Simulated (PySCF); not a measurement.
C₅H₁₂O, singlet, at a GFN2-xTB geometry; DF-B3LYP/pcseg-2 run with PySCF.

Input for PySCF:
```python
from pyscf import gto, scf, dft

mol = gto.M(
    atom='''
C    -0.769277   -0.866726   -1.462771
C    -0.322418   -0.200659   -0.160414
C    -0.308409   -1.227759    0.972410
C    -1.272234    0.944800    0.191997
C     1.096090    0.360100   -0.351226
O     1.530740    0.980850    0.840053
H    -1.772134   -1.270815   -1.349149
H    -0.779103   -0.148774   -2.280258
H    -0.099209   -1.681325   -1.729745
H     0.063040   -0.764728    1.882175
H     0.338006   -2.065930    0.720634
H    -1.311398   -1.606313    1.153777
H    -2.274381    0.564347    0.374047
H    -0.919896    1.450909    1.086288
H    -1.318120    1.667144   -0.620338
H     1.776458   -0.460907   -0.622598
H     1.090274    1.085820   -1.178204
H     2.418028    1.325240    0.702969
''',
    basis='pcseg-2',
    charge=0,
    spin=0,
    verbose=4,
    max_memory=1800,
)

mf = dft.RKS(mol)
mf.xc = 'b3lyp'
mf = mf.density_fit(auxbasis='def2-universal-jkfit')
mf.kernel()
```

Problem. What does PySCF print? Leave out banner, timings and long lists.

Solution. 
```
PySCF version 2.14.0

[INPUT] verbose = 4
[INPUT] num. atoms = 18
[INPUT] num. electrons = 50
[INPUT] charge = 0
[INPUT] spin (= nelec alpha-beta = 2S) = 0
[INPUT] symmetry False subgroup None
[INPUT] Mole.unit = angstrom
[INPUT] Symbol           X                Y                Z      unit          X                Y                Z       unit  Magmom
[INPUT]  1 C     -0.769277000000  -0.866726000000  -1.462771000000 AA   -1.453722843927  -1.637874765040  -2.764236572956 Bohr   0.0
[INPUT]  2 C     -0.322418000000  -0.200659000000  -0.160414000000 AA   -0.609281717630  -0.379190554429  -0.303138526546 Bohr   0.0
[INPUT]  3 C     -0.308409000000  -1.227759000000   0.972410000000 AA   -0.582808544351  -2.320128256970   1.837588580788 Bohr   0.0
[INPUT]  4 C     -1.272234000000   0.944800000000   0.191997000000 AA   -2.404173826360   1.785413242489   0.362821746738 Bohr   0.0
[INPUT]  5 C      1.096090000000   0.360100000000  -0.351226000000 AA    2.071309907875   0.680490377456  -0.663720947826 Bohr   0.0
[INPUT]  6 O      1.530740000000   0.980850000000   0.840053000000 AA    2.892679367917   1.853537869280   1.587470100119 Bohr   0.0
[INPUT]  7 H     -1.772134000000  -1.270815000000  -1.349149000000 AA   -3.348847916030  -2.401492304989  -2.549522111231 Bohr   0.0
[INPUT]  8 H     -0.779103000000  -0.148774000000  -2.280258000000 AA   -1.472291292827  -0.281142114456  -4.309063113348 Bohr   0.0
[INPUT]  9 H     -0.099209000000  -1.681325000000  -1.729745000000 AA   -0.187477839092  -3.177243776384  -3.268744315336 Bohr   0.0
[INPUT] 10 H      0.063040000000  -0.764728000000   1.882175000000 AA    0.119128334893  -1.445126479786   3.556795268503 Bohr   0.0
[INPUT] 11 H      0.338006000000  -2.065930000000   0.720634000000 AA    0.638738768460  -3.904041892523   1.361800896050 Bohr   0.0
[INPUT] 12 H     -1.311398000000  -1.606313000000   1.153777000000 AA   -2.478183060302  -3.035491640328   2.180322538822 Bohr   0.0
[INPUT] 13 H     -2.274381000000   0.564347000000   0.374047000000 AA   -4.297957192914   1.066461269220   0.706846387715 Bohr   0.0
[INPUT] 14 H     -0.919896000000   1.450909000000   1.086288000000 AA   -1.738351503083   2.741820641667   2.052786812402 Bohr   0.0
[INPUT] 15 H     -1.318120000000   1.667144000000  -0.620338000000 AA   -2.490885799312   3.150445570212  -1.172268924660 Bohr   0.0
[INPUT] 16 H      1.776458000000  -0.460907000000  -0.622598000000 AA    3.357019091793  -0.870987998895  -1.176539705702 Bohr   0.0
[INPUT] 17 H      1.090274000000   1.085820000000  -1.178204000000 AA    2.060319260734   2.051902420575  -2.226482878867 Bohr   0.0
[INPUT] 18 H      2.418028000000   1.325240000000   0.702969000000 AA    4.569410681530   2.504340649319   1.328418884059 Bohr   0.0

nuclear repulsion = 268.790766343648
number of shells = 60
number of NR pGTOs = 480
number of NR cGTOs = 348
basis = pcseg-2
ecp = {}

******** <class 'pyscf.df.df_jk.DFRKS'> ********
method = DFRKS
initial guess = minao
damping factor = 0
level_shift factor = 0
DIIS = <class 'pyscf.scf.diis.CDIIS'>
diis_start_cycle = 1
diis_space = 8
diis_damp = 0
SCF conv_tol = 1e-09
SCF conv_tol_grad = None
SCF max_cycles = 50
direct_scf = False
XC library pyscf.dft.libxc version 7.1.2
    S. Lehtola, C. Steigemann, M. J. T. Oliveira, and M. A. L. Marques,  SoftwareX 7, 1–5 (2018)
XC functionals = b3lyp
    P. J. Stephens, F. J. Devlin, C. F. Chabalowski, and M. J. Frisch,  J. Phys. Chem. 98, 11623 (1994)
radial grids:
    Treutler-Ahlrichs [JCP 102, 346 (1995); DOI:10.1063/1.469408] (M4) radial grids

becke partition: Becke, JCP 88, 2547 (1988); DOI:10.1063/1.454033
pruning grids: <function nwchem_prune>
grids dens level: 3
symmetrized grids: False
atomic radii adjust function: <function treutler_atomic_radii_adjust>
small_rho_cutoff = 0
Set gradient conv threshold to 3.16228e-05
Initial guess from minao.
tot grids = 202368
******** <class 'pyscf.df.df.DF'> ********
auxbasis = def2-universal-jkfit
init E= -273.410557393723
  HOMO = -0.353014614726641  LUMO = -0.0257883809489057  gap/eV = 8.90428
cycle= 1 E= -272.970670152184  delta_E= 0.44  |g|= 0.786  |ddm|= 2.83
  HOMO = -0.132057882521059  LUMO = 0.0203296160621536  gap/eV = 4.14668
cycle= 2 E= -272.801484329277  delta_E= 0.169  |g|= 1.22  |ddm|= 2.42
  HOMO = -0.289016757926926  LUMO = 0.00348674586270992  gap/eV = 7.95943
cycle= 3 E= -273.096732606939  delta_E= -0.295  |g|= 0.122  |ddm|= 1.89
  HOMO = -0.278115386717604  LUMO = 0.00442246945998814  gap/eV = 7.68825
cycle= 4 E= -273.099326476071  delta_E= -0.00259  |g|= 0.0443  |ddm|= 0.128
  HOMO = -0.279406936456179  LUMO = 0.00500302334235769  gap/eV = 7.73919
cycle= 5 E= -273.099763011485  delta_E= -0.000437  |g|= 0.00829  |ddm|= 0.0421
  HOMO = -0.279469093312362  LUMO = 0.00492107066276404  gap/eV = 7.73865
cycle= 6 E= -273.099776520519  delta_E= -1.35e-05  |g|= 0.00346  |ddm|= 0.00994
  HOMO = -0.279552702497286  LUMO = 0.00491079723235366  gap/eV = 7.74065
cycle= 7 E= -273.09977915564  delta_E= -2.64e-06  |g|= 0.000397  |ddm|= 0.00306
  HOMO = -0.279599772331014  LUMO = 0.00489964147085331  gap/eV = 7.74162
cycle= 8 E= -273.099779190386  delta_E= -3.47e-08  |g|= 0.000117  |ddm|= 0.000582
  HOMO = -0.279591856872652  LUMO = 0.00490366108715623  gap/eV = 7.74152
cycle= 9 E= -273.099779193586  delta_E= -3.2e-09  |g|= 3.78e-05  |ddm|= 0.000162
  HOMO = -0.279594933649194  LUMO = 0.00490289761979756  gap/eV = 7.74158
cycle= 10 E= -273.0997791939  delta_E= -3.14e-10  |g|= 7.91e-06  |ddm|= 3.78e-05
  HOMO = -0.279592956862672  LUMO = 0.00490316770966004  gap/eV = 7.74153
Extra cycle  E= -273.099779193895  delta_E= 4.55e-12  |g|= 9.86e-06  |ddm|= 1.7e-05
converged SCF energy = -273.099779193895
```
